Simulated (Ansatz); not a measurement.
WO2(OH)2 (WO₄H₂), relaxed as a singlet with RKS PBE-D4/def2-SVP in Ansatz, starting from the GFN2-xTB geometry. Force threshold 0.02 eV/Å.

In the def2 sets W takes a core potential; there is no spin–orbit coupling.

Start:

Cartesian coordinates in Å:
```
W 0.169 -0.395 0.017
O 0.099 -1.418 1.367
O 1.010 -1.141 -1.251
O 1.044 1.184 0.492
H 1.708 1.814 0.803
O -1.563 0.008 -0.546
H -2.467 -0.053 -0.882
```

Q: Estimate the energy that the relaxation releases and the steps that it takes.

A: 6.5 kcal/mol, in 30 steps; 34 s on 4 threads of Arm Neoverse V1 on a shared host. The force fell under the threshold at step 11, but the optimiser went on and released 0.021 eV more. No frequencies were taken in this run, so the end may be a saddle point.

Q: Does the start keep its bonding and symmetry?

A: By distances, no bond broke or formed. The bond that changes most is W1–O6, from 1.87 to 1.90 Å (atoms count from 1). Point group C2v at the start, C2 at the end, both within 0.05 Å.

Q: Predict the relaxed structure.

A: 
```csv
atom,x (Å),y (Å),z (Å)
W1,0.131,-0.303,0.013
O2,0.280,-1.284,1.426
O3,0.785,-1.189,-1.316
O4,1.135,1.296,0.230
H5,1.579,1.579,1.050
O6,-1.713,0.047,-0.290
H7,-2.197,-0.146,-1.114
```
Bond lengths: 4 × O–W 1.73 to 1.90 Å; 2 × H–O 0.97 Å.
